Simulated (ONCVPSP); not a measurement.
Varying the ONCV potential for In

Base potential:

* Element: indium
* Generator: ONCVPSP 4.0.1
* Type: optimised norm-conserving Vanderbilt (ONCV)
* Functional: PBE
* Relativity: scalar-relativistic
* Frozen core: [Ar] 3d10
* Valence charge: 21
* Reference configuration: 4s2 4p6 4d10 5s2 (charge +1)
* Partial waves: 4s+5s: rc 1.60 bohr, ncon 5, nbas 8, qcut 6.4 1/bohr, 3 projectors, debl 1.5 Ha; 4p: rc 1.30 bohr, ncon 3, nbas 8, qcut 12.5 1/bohr, 1 projector; 4d: rc 1.30 bohr, ncon 4, nbas 9, qcut 14.6 1/bohr, 2 projectors, debl 1.8 Ha; f scattering state at 0.39 Ha: rc 1.35 bohr, ncon 5, nbas 8, qcut 8 1/bohr, 2 projectors, debl 0.4 Ha
* Local potential: polynomial inside 1.05 bohr (lpopt 5, dvloc0 3 Ha)
* Core correction: Teter function, fcfact 4.25, rcfact 1.5

All-electron outer shells of the reference configuration (PBE, scalar-relativistic, ld1.x):

```
shell  level (eV)  outermost node (bohr)  outermost maximum (bohr)
   3d     -440.17                      –                      0.26
   4s     -127.12                   0.41                      0.77
   4p      -85.60                   0.42                      0.82
   4d      -26.07                   0.40                      0.94
   5s      -14.92                   1.02                      2.11
```

Cutoffs, loose and tight: the cutoffs (Ha) at which the residual kinetic energy of the hardest occupied pseudo-wave falls to 1 and 0.1 mHa per electron. They do not see the model core or the augmentation charge, which bear on the density cutoff. Test errors are all-electron minus pseudo excitation energies from the reference, over the configurations 4s2 4p6 4d10 5s2 5p1; 4s2 4p6 4d10 5s1; 4s2 4p6 4d10 5s0; 4s2 4p6 4d9 5s2 5p2. A dash means not determined; rows that change the core or the reference have their own tests.

A true bound ghost makes a file unfit for plane-wave use even where its test errors are small: the radial tests pick states by their node count and pass the ghost by.

| change | outcome | cutoff, loose | cutoff, tight | bound ghosts | GHOST(+) flags above zero | largest test error (meV) |
| --- | --- | --- | --- | --- | --- | --- |
| base | generated | 46 Ha | 63 Ha | none | s, f | +103 |
| local potential polynomial inside 1.05 bohr (lpopt 5, dvloc0 -2.5 Ha) | generated | 46 Ha | 63 Ha | none | s, f | +307 |
| local potential polynomial inside 1.05 bohr (lpopt 5, dvloc0 -1 Ha) | generated | 46 Ha | 63 Ha | none | s, f | +249 |
| local potential polynomial inside 1.05 bohr (lpopt 5, dvloc0 0.5 Ha) | generated | 46 Ha | 63 Ha | none | s, f | +195 |
| local potential polynomial inside 1.05 bohr (lpopt 5, dvloc0 2.5 Ha) | generated | 46 Ha | 63 Ha | none | s, f | +123 |
| local potential polynomial inside 1.05 bohr (lpopt 5, dvloc0 4 Ha) | generated | 46 Ha | 63 Ha | none | s, f | +57 |
| local potential polynomial inside 1.05 bohr (lpopt 5, dvloc0 6 Ha) | generated | 46 Ha | 63 Ha | s | s, f | -153 |
| local potential polynomial inside 1.05 bohr (lpopt 5, dvloc0 6.5 Ha) | generated | 46 Ha | 63 Ha | s | s, p, f | -346 |
| local potential polynomial inside 1.05 bohr (lpopt 5, dvloc0 9.5 Ha) | generated, misses its reference levels by 0.29 eV | 46 Ha | 63 Ha | d | s, f | +506 |

Question: What comes out with this change to the base: local potential polynomial inside 1.05 bohr (lpopt 5, dvloc0 8 Ha)?

Answer: outcome: generated; cutoff, loose: 46 Ha; cutoff, tight: 63 Ha; bound ghosts: none; GHOST(+) flags above zero: s, f; largest test error (meV): +601.

Question: What comes out with this change to the base: local potential polynomial inside 1.05 bohr (lpopt 5, dvloc0 1.5 Ha)?

Answer: outcome: generated; cutoff, loose: 46 Ha; cutoff, tight: 63 Ha; bound ghosts: none; GHOST(+) flags above zero: s, f; largest test error (meV): +159.

Reading the sweep of the dvloc0 (base included, trends over the rows without a ghost): The loose cutoff stays near 46 Ha. The median size of the test errors (rows with all tests solved) is not monotonic: lowest 18.9 meV at 4 Ha, highest 101.9 meV at 8 Ha. Bound ghosts are found at 6, 6.5, 9.5 Ha.
